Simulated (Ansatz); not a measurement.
mer-VF3(H2O)3 (VO3F3H6) was relaxed with r2SCAN-D4 (def2-SVP, def2-SVPD) in Ansatz in these states: charge +1 doublet, charge -1 quartet, neutral triplet. The geometries follow in no particular order.

A:

```xyz
13

V     0.251   -0.182    0.277
F    -0.136   -1.509   -0.747
F     0.553    1.483    0.592
F     1.304   -0.937    1.423
O    -1.307    0.720   -0.935
H    -1.567    0.271   -1.756
H    -1.245    1.669   -1.128
O    -1.209   -0.440    1.603
H    -1.048   -0.864    2.463
H    -2.142   -0.186    1.511
O     1.806    0.070   -1.083
H     2.210   -0.747   -1.424
H     2.530    0.653   -0.797
```

B:

```xyz
13

V     0.195   -0.004    0.070
F     1.615    1.336    0.563
F    -1.390   -1.072   -0.880
F     0.146   -0.922    1.843
O    -0.228    0.783   -2.031
H    -0.701    1.612   -1.895
H    -0.900    0.049   -1.887
O     2.195   -1.015    0.026
H     1.915   -1.410    0.871
H     2.393   -0.067    0.284
O    -1.771    0.644    0.964
H    -1.380    0.136    1.710
H    -2.089   -0.068    0.360
```

C:

```xyz
13

V     0.128    0.111    0.254
F    -0.189    1.718   -0.543
F     0.077   -1.755    0.347
F     0.581    0.567    1.931
O    -0.309   -0.534   -1.807
H    -1.094   -0.089   -2.155
H    -0.536   -1.464   -1.641
O     2.126    0.571   -0.305
H     2.495    0.833    0.556
H     1.862    1.415   -0.722
O    -1.834   -0.266    1.032
H    -1.732    0.101    1.927
H    -1.575   -1.208    1.126
```

Problem. Judge from the bond lengths which geometry belongs to which state (an estimate).

Solution. A is the charge +1 doublet (V1–F3 1.721 Å, V1–F2 1.721 Å, V1–F4 1.730 Å); B is the charge -1 quartet (V1–F3 2.134 Å, V1–F2 2.013 Å, V1–F4 1.997 Å); C is the neutral triplet (V1–F3 1.869 Å, V1–F2 1.822 Å, V1–F4 1.796 Å).

At r2SCAN-D4/def2-SVPD the highest occupied level of the relaxed charge -1 quartet lies above zero (up to 1.41 eV). By energy differences its removal costs 0.90 eV (each at its own geometry, to the charge 0 triplet, at PBE0-D4/def2-TZVPD). The name describes the triplet; other states may take another shape.
